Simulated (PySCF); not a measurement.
Stationary points of ISF3

All numbers come from PySCF, PBE0, basis I def2-SVP with ECP28, S def2-SVP, F def2-SVP (scalar-relativistic core potentials, no spin–orbit coupling, density fitting).

Relaxations began from a few typed shapes. The search is not exhaustive: other isomers or separated fragments can lie lower, and high-lying points may rest on an excited occupation.

```
   spin  group                                       bonds                                                          angles  imaginary modes (cm⁻¹)  ΔE (kJ/mol)  ΔE with ZPE (kJ/mol)
singlet     Cs  I–F 1.929 Å, I–F 1.959 Å (×2), I–S 2.187 Å  F–I–F 83.5° (×2), F–I–F 165.4°, F–I–S 95.3° (×2), F–I–S 108.7°                    none          0.0                   0.0
singlet     Cs  I–F 1.929 Å, I–F 1.959 Å (×2), I–S 2.187 Å  F–I–F 83.5° (×2), F–I–F 165.4°, F–I–S 95.3° (×2), F–I–S 108.9°                    none          0.2                   0.1
singlet    C2v  I–F 1.978 Å (×2), I–F 2.015 Å, I–S 2.301 Å  F–I–F 87.6° (×2), F–I–F 175.3°, F–I–S 92.4° (×2), F–I–S 180.0°                    319i        146.7                     –
```

The lowest minimum found is the singlet Cs: I–F 1.929 Å, I–F 1.959 Å (×2), I–S 2.187 Å; F–I–F 83.5° (×2), F–I–F 165.4°, F–I–S 95.3° (×2), F–I–S 108.7°.

Counting electrons, iodine keeps 2 of its valence electrons outside its bonds, so the VSEPR class is AX4E1 and the expected shape is see-saw; with unlike ligands the computed point group is Cs.
